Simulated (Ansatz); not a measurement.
C2H2BBrS, SMILES `S=C=CBBr`. Total charge 0; spin multiplicity 1.

```xyz
7

S     2.077   -2.005    0.102
C     0.838   -1.114    0.302
C    -0.211   -0.330    0.447
B    -0.351    0.867   -0.469
Br   -1.861    2.028   -0.289
H    -0.937   -0.574    1.219
H     0.446    1.129   -1.312
```

(1) List the harmonic frequencies (cm⁻¹, unscaled) at PBE0-D4/def2-TZVP in Ansatz. (An estimate is asked.)

(2) Is this a minimum?

(3) Give the ideal-gas thermochemistry at 298.15 K and 1 bar (rigid rotor, harmonic oscillator; point group Cs, symmetry number 1).

(4) And at 400, 500, 600, 800 and 1000 K?

## Answers

(1) The calculation gave: 84, 100, 218, 472, 483, 672, 715, 799, 884, 1035, 1067, 1273, 1793, 2678, 3170.

(2) Yes, all 15 modes are real.

(3) Zero-point energy 92.4 kJ/mol; H(298) − E = 110.1 kJ/mol; entropy 336.2 J/(mol·K), of which translation 171.2, rotation 115.4, vibration 49.5; G(298) − E = 9.8 kJ/mol. Modes under 100 cm⁻¹ are hindered rotations or soft bends, so the harmonic entropy is rough.

(4) 
| T (K) | H − E (kJ/mol) | S (J/mol/K) | G − E (kJ/mol) |
| --- | --- | --- | --- |
| 400 | 119.3 | 362.7 | -25.8 |
| 500 | 129.5 | 385.5 | -63.2 |
| 600 | 140.7 | 405.8 | -102.8 |
| 800 | 164.9 | 440.6 | -187.6 |
| 1000 | 190.9 | 469.6 | -278.7 |
